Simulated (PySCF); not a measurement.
Species: C4H6Cl2O.
SMILES with atom numbers: `[Cl:1][CH:2]([Cl:3])[CH:4]1[CH2:5][O:6][CH2:7]1` (hydrogens: H8 on C2; H9 on C4; H10, H11 on C5; H12, H13 on C7)

Level of theory: core-valence-separated Tamm–Dancoff BHandHLYP/aug-pcX-1 (pcseg-1 on H, def2-SVPD on Cl) in PySCF, non-relativistic, gas phase, PBE0-D3(BJ)/def2-SVP geometry.

Computed oxygen K-edge spectrum, Gaussian lines of 0.5 eV full width, highest printed point 100; it ends one width below the last computed root. The energies are unshifted.

```csv
photon energy (eV),absorption
532.4,0
532.5,2
532.6,4
532.7,10
532.8,18
532.9,25
533.0,29
533.1,28
533.2,24
533.3,26
533.4,38
533.5,61
533.6,86
533.7,100
533.8,95
533.9,74
534.0,48
534.1,27
534.2,14
534.3,7
534.4,5
534.5,6
534.6,11
534.7,20
534.8,33
534.9,47
535.0,55
```

Q: Where are the maxima, and which lines make them up?

A: 2 maxima:
- 533.0 eV: O6 (cyclic ether oxygen), 533.01 eV, f = 0.012, 98 % of the height at the exact maximum
- 533.7 eV: O6 (cyclic ether oxygen), 533.71 eV, f = 0.039, 94 % of the height at the exact maximum

Further lines of some strength in the range: O6, 533.97 eV, f = 0.005.

Roots within 0.03 eV on the same or equivalent atoms count as one line; shares under 12 % aren't listed.

Vibrational structure and lifetime widths aren't in the curve. The ionisation threshold wasn't computed; near and above it a finite basis only mimics Rydberg series and continuum.

The values belong to the conformer `[Cl:1][CH:2]([Cl:3])[CH:4]1[CH2:5][O:6][CH2:7]1`: Cl1–C2–C4–C5 166°.
